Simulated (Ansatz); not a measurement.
Isolated molecules relaxed with PBE0-D4/def2-TZVP in Ansatz; ΔE leaves out vibrations. CCSD(T)/CBS is the MP2 limit (def2-TZVPP, def2-QZVPP) plus CCSD(T) − MP2 in def2-TZVPP, frozen cores. This one scheme is used for every species. For Zn outer-core shells are correlated without core-valence functions, which leaves a few kJ/mol of doubt a bond. Scalar relativity is left out up to krypton. One conformer a species, not always the lowest.

`O[CH](Cl)[Zn][F]` + BH₃ → `B[CH](Cl)[Zn][F]` + H₂O  (formal exchange of groups at a C–O bond)

| species | CCSD/CBS(def2) energy (Eh) |
| --- | --- |
| `O[CH](Cl)[Zn][F]` | -2452.34724 |
| BH₃ | -26.54949 |
| `B[CH](Cl)[Zn][F]` | -2402.57901 |
| H₂O | -76.37179 |

Q: Work out ΔE.

A: ΔE = (-2402.57901) + (-76.37179) − (-2452.34724) − (-26.54949) = -0.05407 Eh = -142.0 kJ/mol. CCSD(T)/CBS gives -145.8 kJ/mol.

Largest T1 diagnostic among the species: 0.016.

In def2-TZVPP, CCSD(T) changes the Hartree–Fock value by −32.0 kJ/mol (the triples alone add −3.8 kJ/mol) and MP2 by −40.0 kJ/mol. The D4 term adds −3.7 kJ/mol with B3LYP and −2.0 kJ/mol with PBE0; it sums over pairs of atoms, weighted by their polarisabilities, and B3LYP, whose exchange is more repulsive, gets the larger term.

B3LYP here is the variant with VWN-RPA as its local correlation; programs differ in this.
